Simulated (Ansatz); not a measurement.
`O[SiH]([SiH3])O[SiH3]` + `[CH3][Ge]([OH])([OH])[GeH3]` → `[OH][Ge]([OH])([SiH3])[GeH3]` + `CO[SiH](O)[SiH3]`  (redistribution)

Program: Ansatz. Geometries: PBE0-D4/def2-TZVP. ΔE: electronic, gas phase. CCSD(T)/CBS adds triple-zeta CCSD(T) − MP2 to the extrapolated MP2 energy (def2 sets, frozen cores). DFT in def2-TZVPP. B3LYP here is the variant with VWN-RPA as its local correlation; programs differ in this. For Ge outer-core shells are correlated without core-valence functions, which leaves a few kJ/mol of doubt a bond. Scalar relativity is left out up to krypton. Each species was taken in one conformer, which may not be the lowest.

`O[SiH]([SiH3])O[SiH3]`:

```xyz
13

O     1.232    1.680    1.365
Si    0.014    0.615    1.083
Si    0.844   -1.576    0.874
O    -0.809    1.005   -0.275
Si   -1.267    0.593   -1.788
H     1.988    1.672    0.777
H    -0.896    0.785    2.240
H     1.887   -1.626   -0.191
H     1.462   -2.021    2.153
H    -0.239   -2.531    0.510
H    -0.668   -0.718   -2.161
H    -0.801    1.632   -2.740
H    -2.746    0.492   -1.848
```

`[CH3][Ge]([OH])([OH])[GeH3]`:

Cartesian coordinates in Å:
```
C -0.181 -1.771 -0.951
Ge 0.377 -0.271 0.126
O 0.489 -0.911 1.790
O 2.007 0.147 -0.472
Ge -1.007 1.737 0.137
H -1.152 -2.136 -0.617
H -0.242 -1.483 -2.000
H 0.558 -2.567 -0.841
H 0.677 -0.241 2.450
H 2.375 0.937 -0.072
H -0.369 2.787 1.067
H -1.112 2.342 -1.272
H -2.420 1.429 0.655
```

`[OH][Ge]([OH])([SiH3])[GeH3]`:

Z-matrix (Å, degrees):
```
Ge
O 1 1.790
Si 1 2.383 2 105.2
O 1 1.790 2 109.6 3 112.7
Ge 1 2.443 2 108.5 3 -129.0
H 2 0.960 1 113.6 3 171.6
H 3 1.485 1 108.8 2 178.6
H 3 1.486 1 108.8 2 -62.6
H 3 1.484 1 109.9 2 58.0
H 4 0.960 1 113.6 2 75.8
H 5 1.542 1 109.1 2 -59.3
H 5 1.537 1 110.9 2 60.0
H 5 1.537 1 110.9 2 -178.6
```

`CO[SiH](O)[SiH3]`:

Cartesian coordinates in Å:
```
C -1.907 0.149 1.326
O -0.563 0.240 0.902
Si -0.067 -0.090 -0.626
O -0.260 -1.673 -1.042
Si 2.181 0.569 -0.668
H -1.995 0.643 2.294
H -2.584 0.641 0.619
H -2.216 -0.896 1.434
H -0.939 0.622 -1.598
H 0.300 -2.317 -0.606
H 2.984 -0.314 0.224
H 2.338 1.976 -0.212
H 2.729 0.451 -2.047
```

Task: Is it downhill or uphill in electronic energy at CCSD(T)/CBS, and by how much? (An estimate is asked.)

Result: The calculation gave: Uphill: ΔE = +1.95 eV.

Task: What do these levels give: PBE-D4, PBE0-D4, B3LYP-D4, ωB97X-V, ωB97M-V, PBE, r2SCAN, HF/def2-TZVPP, MP2/def2-TZVPP, MP2/def2-QZVPP, HF/CBS(def2), CCSD/CBS(def2)? (Best estimate.)

Result: Computed: PBE-D4 1.63, PBE0-D4 1.75, B3LYP-D4 1.82, ωB97X-V 1.84, ωB97M-V 1.90, PBE 1.62, r2SCAN 1.85, HF/def2-TZVPP 2.02, MP2/def2-TZVPP 2.05, MP2/def2-QZVPP 2.07, HF/CBS(def2) 2.05, CCSD/CBS(def2) 1.97 eV.

Largest T1 diagnostic among the species: 0.013.

From PBE to PBE0 (25 % exact exchange), in def2-TZVPP and without D4, ΔE moves by +0.12 eV.
